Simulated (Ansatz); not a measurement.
Frontier orbitals of C2H8BN (`BNCC`).

Z-matrix (Å, degrees):
```
C
N 1 1.448
C 1 1.517 2 112.7
H 1 1.092 2 107.3 3 -121.6
H 1 1.097 2 109.8 3 122.5
B 2 1.383 1 127.1 3 117.0
H 2 1.009 1 113.6 3 -61.7
H 3 1.094 1 111.1 2 59.7
H 3 1.092 1 110.7 2 -60.3
H 3 1.093 1 110.7 2 179.3
H 6 1.197 2 118.9 1 -179.2
H 6 1.199 2 118.9 1 0.9
```

Charge 0, multiplicity 1. All single points use the PBE0-D4/def2-TZVP geometry. It is one conformer, not always the lowest. Basis def2-TZVPP, Ansatz.

Orbital energies of one run (eV). Highest occupied ones, from the top: -6.46, -7.33, -8.38, -8.94, -9.26, -10.06, -10.67, -11.73, -13.11, -15.22, -18.22, -22.25, -176.85, -269.49. Empty: -0.58, 0.20, 1.02, 1.52, 1.91, 2.17.

(1) Which functional gave them?
A. BHLYP
B. BLYP
C. PBE0
D. B97M-V

Answers

(1) B. HOMO energies: BLYP -6.46, BHLYP -9.03, PBE0 -7.86, B97M-V -6.92 eV.
